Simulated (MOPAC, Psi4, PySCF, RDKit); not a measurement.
Conformational energy of SMILES O[SiH2][SiH2]F. Scanned: dihedral H5–O1–Si2–Si3; all other coordinates were relaxed at GFN2-xTB. Points at φ and −φ are mirror images. Heavy atoms are numbered in the order of the SMILES O[SiH2][SiH2]F, hydrogens after them in the order of the atoms that carry them; the mirror image has the same energies with the sign of each dihedral reversed.

Levels: PM6, restricted, heats of formation // GFN2-xTB (MOPAC); MMFF94 // GFN2-xTB (RDKit); RKS-B3LYP/6-31G* = PySCF with restricted B3LYP/6-31G*, spherical d // GFN2-xTB; MP2/cc-pVTZ = DF-MP2 (frozen core)/cc-pVTZ // GFN2-xTB (Psi4).

Energies relative to the lowest point of each profile, in kJ/mol; the last columns give the difference from MP2:

| φ / ° | PM6 | MMFF94 | RKS-B3LYP/6-31G* | MP2/cc-pVTZ | PM6 − MP2/cc-pVTZ | MMFF94 − MP2/cc-pVTZ | RKS-B3LYP/6-31G* − MP2/cc-pVTZ |
|---|---|---|---|---|---|---|---|
| -165 | 2.78 | 6.89 | 0.20 | 0.27 | 2.51 | 6.62 | -0.07 |
| -150 | 1.78 | 4.91 | 0.69 | 0.95 | 0.83 | 3.95 | -0.26 |
| -135 | 0.54 | 2.60 | 1.40 | 1.87 | -1.33 | 0.73 | -0.47 |
| -120 | 0.00 | 0.69 | 1.88 | 2.54 | -2.54 | -1.85 | -0.67 |
| -105 | 0.24 | 0.00 | 1.92 | 2.71 | -2.47 | -2.71 | -0.79 |
| -90 | 1.30 | 0.58 | 1.66 | 2.55 | -1.25 | -1.97 | -0.89 |
| -75 | 2.55 | 1.77 | 1.47 | 2.41 | 0.14 | -0.64 | -0.93 |
| -60 | 3.53 | 2.99 | 1.83 | 2.68 | 0.85 | 0.31 | -0.85 |
| -45 | 3.99 | 3.84 | 2.80 | 3.42 | 0.57 | 0.42 | -0.62 |
| -30 | 3.99 | 4.23 | 4.14 | 4.50 | -0.51 | -0.27 | -0.36 |
| -15 | 3.63 | 4.33 | 5.39 | 5.53 | -1.90 | -1.20 | -0.14 |
| 0 | 3.42 | 4.35 | 5.95 | 6.01 | -2.59 | -1.67 | -0.06 |
| 15 | 3.63 | 4.33 | 5.39 | 5.53 | -1.90 | -1.20 | -0.14 |
| 30 | 3.99 | 4.23 | 4.14 | 4.50 | -0.51 | -0.27 | -0.36 |
| 45 | 3.99 | 3.84 | 2.80 | 3.42 | 0.57 | 0.42 | -0.62 |
| 60 | 3.53 | 2.99 | 1.83 | 2.68 | 0.85 | 0.31 | -0.85 |
| 75 | 2.55 | 1.77 | 1.47 | 2.41 | 0.14 | -0.64 | -0.93 |
| 90 | 1.30 | 0.58 | 1.66 | 2.55 | -1.25 | -1.97 | -0.89 |
| 105 | 0.24 | 0.00 | 1.92 | 2.71 | -2.47 | -2.71 | -0.79 |
| 120 | 0.00 | 0.69 | 1.88 | 2.54 | -2.54 | -1.85 | -0.67 |
| 135 | 0.54 | 2.60 | 1.40 | 1.87 | -1.33 | 0.73 | -0.47 |
| 150 | 1.78 | 4.91 | 0.69 | 0.95 | 0.83 | 3.95 | -0.26 |
| 165 | 2.78 | 6.89 | 0.20 | 0.27 | 2.51 | 6.62 | -0.07 |
| 180 | 3.13 | 7.68 | 0.00 | 0.00 | 3.13 | 7.68 | 0.00 |

PM6 is furthest from MP2/cc-pVTZ at 180 (3.13 kJ/mol, above); its mean absolute difference over the points is 1.48 kJ/mol.

MMFF94 is furthest from MP2/cc-pVTZ at 180 (7.68 kJ/mol, above); its mean absolute difference over the points is 2.11 kJ/mol.

RKS-B3LYP/6-31G* is furthest from MP2/cc-pVTZ at -75 (-0.93 kJ/mol, below); its mean absolute difference over the points is 0.51 kJ/mol.

MMFF94 has few fitted parameters for silicon.
